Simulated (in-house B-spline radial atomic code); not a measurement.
Lu⁺. Computed with a B-spline radial atomic code. Model: all-electron spherical atom, spin shells full or empty, radial basis limit, no spin-orbit coupling, Breit or QED, empty-state partial waves extrapolated as (l+1/2)^-4, RPA, G0W0 and static COHSEX of the highest shell as one setting changes (uncorrelated shells keep exact exchange).

Empty levels are discrete states of a finite basis, so the steps are uneven.

Without the two-electron picture change, core correlation of heavy ions comes too large.

Given: element Lu; charge 1; filled core Xe; hamiltonian one-electron scalar X2C; mean-field start r2SCAN; highest l of empty states 9; nuclear rms radius 5.37 fm; lowest nl shells left uncorrelated 9; highest mean-field shell 6s; box radius 23.78 bohr.

Shell: 4f 7 7, 6s 1 1 (electrons up and down).

```
highest empty level kept (hartree)  RPA correlation energy (hartree)  G0W0 level (eV)  G0W0 minus most complete (meV)  COHSEX level (eV)  linearised minus solved G0W0 (meV)
                              1.33                           -0.4226          -13.944                           337.7            -15.562                                76.3
                              2.67                          -0.61951           -14.06                           222.1            -15.839                                79.7
                              4.67                          -0.83722           -14.13                           151.7            -15.992                                82.2
                                 8                                 ?                ?                               ?                  ?                                   ?
                             13.33                           -1.3506          -14.226                            55.6            -16.234                                85.9
                                24                            -1.573          -14.253                            28.6              -16.3                                  87
                                40                           -1.7276          -14.266                              16            -16.341                                87.5
                                80                                 ?                ?                               ?                  ?                                   ?
                               160                           -1.9069          -14.281                             1.3            -16.393                                88.2
                            333.33                           -1.9218          -14.282                             0.3            -16.399                                88.2
                               800                           -1.9265          -14.282                               0              -16.4                                88.2
                            2666.7                           -1.9269          -14.282                               0              -16.4                                88.2
```

**Question.** What follows for highest empty level kept = 80?

**Answer.** RPA correlation energy -1.8545 hartree; G0W0 level -14.276 eV; G0W0 minus most complete 5.6 meV; COHSEX level -16.375 eV; linearised minus solved G0W0 88 meV.

**Question.** What follows for highest empty level kept = 8?

**Answer.** RPA correlation energy -1.1361 hartree; G0W0 level -14.191 eV; G0W0 minus most complete 91.2 meV; COHSEX level -16.136 eV; linearised minus solved G0W0 84.5 meV.
